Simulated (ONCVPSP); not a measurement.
**PBE ONCV dataset for Zn, fully relativistic all-electron reference.**

zinc (Zn), optimised norm-conserving Vanderbilt (ONCV), made with ONCVPSP 4.0.1 (PBE, fully relativistic). Core [Ne], reference 3s2 3p6 3d10 4s2. Waves: 3s+4s: rc 1.25 bohr, ncon 4, nbas 7, qcut 8.9 1/bohr, 2 projectors; 3p: rc 0.90 bohr, ncon 3, nbas 6, qcut 17.4 1/bohr, 1 projector; 3d: rc 1.30 bohr, ncon 3, nbas 7, qcut 11.8 1/bohr, 2 projectors, debl 3.1 Ha. Local part: polynomial inside 0.70 bohr (lpopt 2, dvloc0 0 Ha). Core correction: Teter function, fcfact 2.5, rcfact 1.75.

Open shells are filled in proportion to 2j + 1.

What the tests gave:

* Cutoffs needed: 79 Ha and 103 Ha (the cutoffs (Ha) at which the residual kinetic energy of the hardest occupied pseudo-wave falls to 1 and 0.1 mHa per electron)
* Ghost test: no bound ghost flagged; no localised positive-energy state flagged
* Largest excitation error: +15 meV (all-electron minus pseudo) for 3s2 3p6 3d9 4s0, out of 4 test configurations
* rms error of d²Exc/dni dnj: 9.67 mHa without and 4.90 mHa with the model core

Generation and tests took about 5.3 s on one core of a shared server CPU.
